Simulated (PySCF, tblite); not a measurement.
C4H9BS2Si.
Geometry (GFN2-xTB, Å), atoms numbered from 1 in this order:
```xyz
17
C4H9BS2Si angstrom
C     -2.468   -1.474   -0.059
C     -2.073   -0.178   -0.766
C     -0.611    0.092   -0.618
C      0.311   -0.035   -1.579
S      1.981    0.295   -1.201
B      1.706    0.708    0.519
Si     3.129    1.221    1.776
S     -0.021    0.588    0.965
H     -2.226   -1.413    1.000
H     -1.935   -2.319   -0.490
H     -3.536   -1.647   -0.163
H     -2.318   -0.244   -1.829
H     -2.635    0.653   -0.333
H      0.099   -0.326   -2.592
H      4.409    1.473    1.105
H      3.382    0.178    2.781
H      2.800    2.439    2.527
```

Jobs on this species (17 atoms, 84 electrons) with PySCF (density fitting) and tblite. Hardware of each: an Arm Neoverse V1 with one thread (shared host). Other jobs ran on the host; a repeat could differ by tens of per cent or more.

```csv
level and settings,work,basis functions,SCF cycles,wall time
GFN2-xTB,Hessian by finite differences,–,–,0.79 s
PBE0/pcSseg-1,"shieldings, ring-centre shieldings, charges and field gradients",202,?,?
GFN2-xTB,L-BFGS relaxation,–,–,1.1 s
PBE0/def2-SVPD,"8 singlets by full TDDFT, 3 Tamm–Dancoff triplets, polarisability",250,14,70 s
```

Q: Fill in the missing figures.

A: 
- PBE0/pcSseg-1; shieldings, ring-centre shieldings, charges and field gradients: 42 s, 14 SCF cycles

Q: What do all jobs in the table cost together?

A: About 1.9 min; the longest takes about 61 % of that, and about 89 times as long as the shortest.
